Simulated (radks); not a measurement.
Values are calculated unless marked as measured or tabulated.
Problem. Coherent X-ray form factor from a spherical all-electron density. Level of theory: Dirac Kohn-Sham, PBEsol, spin-unpolarised, spherical densities, point nucleus (a radial shooting solver on a logarithmic mesh with Libxc functionals).

sin(theta)/lambda (1/angstrom),f0 (electrons)
0.05,50.252
0.1,48.227
0.15,45.444
0.2,42.422
0.25,39.494
0.3,36.792
0.4,32.077
0.5,28.118
0.6,24.844
0.8,20.204
1,17.290
1.25,14.560
1.5,12.112
2,8.245

The species is in the configuration that NIST lists as its ground one. Which atom or ion scatters so?

Solution. The iodine ion I2+, [Kr] 4d10 5s2 5p3. Extrapolating in s^2 from the first two rows gives f0(0) = 50.9, near the electron count 51; among species with that count, the fall with angle is slower the higher Z, and the table is that of Z = 53; from so few rows the species is fixed only to a neighbour or two.
